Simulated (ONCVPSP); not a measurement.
What one change does to a pseudopotential (palladium, ONCV)

Pd (Z = 46), optimised norm-conserving Vanderbilt (ONCV), made with ONCVPSP 4.0.1 (PBEsol, scalar-relativistic). Core [Ar] 3d10, reference 4s2 4p6 4d10. Waves: 4s: rc 1.45 bohr, ncon 4, nbas 7, qcut 9.3 1/bohr, 2 projectors, debl 1.9 Ha; 4p: rc 1.60 bohr, ncon 3, nbas 6, qcut 7.2 1/bohr, 2 projectors, debl 3.8 Ha; 4d: rc 1.70 bohr, ncon 5, nbas 10, qcut 11.1 1/bohr, 3 projectors, debl 2 Ha. Local part: polynomial inside 1.00 bohr (lpopt 5, dvloc0 1 Ha). Core correction: Teter function, fcfact 3.75, rcfact 1.2.

In the s channel the program set the typed energies aside and used -3.133, 0.250 Ha.

Change: d: rc 2.16.

Cutoffs: the cutoffs (Ha) at which the residual kinetic energy of the hardest occupied pseudo-wave falls to 1 and 0.1 mHa per electron; they do not see the model core or the augmentation charge, which bear on the density cutoff. Errors are all-electron minus pseudo energies relative to the spin-unpolarised reference configuration.

Question: Predict the effect on cutoff, ghosts and configuration errors.

Answer: The potential gets neither clearly harder nor softer (30 Ha and 37 Ha → 30 Ha and 35 Ha); the s channel sets the loose cutoff, while the largest relative change is in d, which becomes softer; of the 3 tests that both files solve, the error grows in 1 and shrinks in 0 by more than 15 % and 0.3 meV (median size 0.3 → 0.3 meV); neither file shows a bound ghost.

```csv
quantity,base,changed
"cutoff, loose",30 Ha,30 Ha
"cutoff, tight",37 Ha,35 Ha
loose cutoff by channel,"s 30 Ha, p 18 Ha, d 30 Ha","s 30 Ha, p 18 Ha, d 23 Ha"
bound ghosts,none,none
GHOST(+) flags under 300 eV,s at 237.5 eV,s at 237.5 eV
tests with a reliable result,3 of 4,3 of 4
"error for 4s2 4p6 4d9, meV [ΔE 9.12 eV]",+0.1,+0.3
"error for 4s2 4p6 4d8, meV [ΔE 29.94 eV]",-1.4,+6.4
"error for 4s2 4p6 4d9.5, meV [ΔE 3.24 eV]",+0.3,+0.1
s: phases at 1.47 bohr within 0.05 rad from the reference energy up to (Ha; the scan ends near 5),to the end of the scan,to the end of the scan
p: phases at 1.63 bohr within 0.05 rad from the reference energy up to (Ha; the scan ends near 5),to the end of the scan,to the end of the scan
"rms error of d²Exc/dni dnj with the model core, mHa",0.73,0.78
```
